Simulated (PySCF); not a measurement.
# Chromium: a sound run and one with changed settings

Sound run: Cr [Ar] 3d5 4s1, Cr⁺ [Ar] 3d5. Calculation: PySCF 2.14, in cc-pVDZ; no relativity, point nucleus. In the sound run the correlated levels freeze [Ar]. The sound run starts from symmetry-adapted Hartree-Fock orbitals and uses a fine grid where one is needed.

A second run was set up differently.

| species | method | sound run (hartree) | changed run (hartree) | converged |
| --- | --- | --- | --- | --- |
| Cr | UHF | -1043.35507 | -1032.07613 | yes |
| Cr | r2SCAN | -1044.43121 | -1032.97670 | yes |
| Cr | B3LYP | -1044.46679 | -1032.94763 | yes |
| Cr | MP2 | -1043.43515 | -1032.07666 | yes |
| Cr⁺ | UHF | -1043.13784 | -1032.00295 | yes |
| Cr⁺ | r2SCAN | -1044.16735 | -1032.87254 | yes |
| Cr⁺ | B3LYP | -1044.21012 | -1032.83265 | yes |
| Cr⁺ | MP2 | -1043.20281 | -1032.00330 | yes |

Ionisation energy of Cr:

| method | sound run (eV) | changed run (eV) |
| --- | --- | --- |
| UHF | 5.911 | 1.991 |
| r2SCAN | 7.180 | 2.834 |
| B3LYP | 6.984 | 3.129 |
| MP2 | 6.322 | 1.996 |
| SCS-MP2 | 6.048 | 1.993 |

Task: What was changed?
A. angular grid far too coarse
B. a valence shell is frozen
C. minimal basis
D. radial grid too coarse

Result: C. It used basis STO-3G. A minimal basis cannot let orbitals breathe on ionisation and holds almost no correlation.
